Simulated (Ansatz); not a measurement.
Ideal-gas functions of C2H3BrO (`O=CCBr`) at 600 K and 1 bar, from an Ansatz frequency run at PBE0-D4/def2-TZVP.

Molar mass 122.95 g/mol, point group C1 (symmetry number 1), electronic degeneracy 1, moments of inertia 21.491, 257.081, 266.388 u Å². Harmonic wavenumbers (cm⁻¹, unscaled): 70, 262, 448, 648, 811, 989, 1066, 1171, 1222, 1408, 1443, 1844, 2943, 3102, 3192.

Use S(trans) = R[1.5 ln M + 2.5 ln T − 1.1517]; rotational temperatures θ = 24.2544 K / I; S(rot) = R[ln(√π/σ · √(T³/θAθBθC)) + 1.5]; for each mode x = 1.438777 ν̃/T, S = R[x/(eˣ − 1) − ln(1 − e⁻ˣ)] and H = RT x/(eˣ − 1); 1 cm⁻¹ = 0.0119627 kJ/mol; R = 8.31446 J/(mol·K).

**Question.** By hand: the entropy, in J/(mol·K).

**Answer.** Translation 183.4. Rotation: θ = 1.1286, 0.0943, 0.091 K, giving 116.3. Vibration, mode by mode: 23.16, 12.31, 8.11, 5.44, 3.98, 2.84, 2.46, 2.02, 1.83, 1.28, 1.20, 0.55, 0.06, 0.04, 0.03, in all 65.3. Electronic 0.0. Sum 365.0 J/(mol·K).

**Question.** By hand: H − E and G − E in kJ/mol, counted from the electronic energy.

**Answer.** Zero-point energy ½ × 20619 × 0.0119627 = 123.3; thermal vibration 20.2; translation, rotation and pV give 4 RT = 20.0. H − E = 163.5 kJ/mol, and G − E = 163.5 − 600 × 365.0/1000 = -55.5 kJ/mol.

Vibration gives 18 % of the entropy, 23.2 J/(mol·K) of it from the mode under 150 cm⁻¹: soft modes count most, and the harmonic formula is weakest for them. The sum counts one conformer and one mirror image; others add a mixing term.
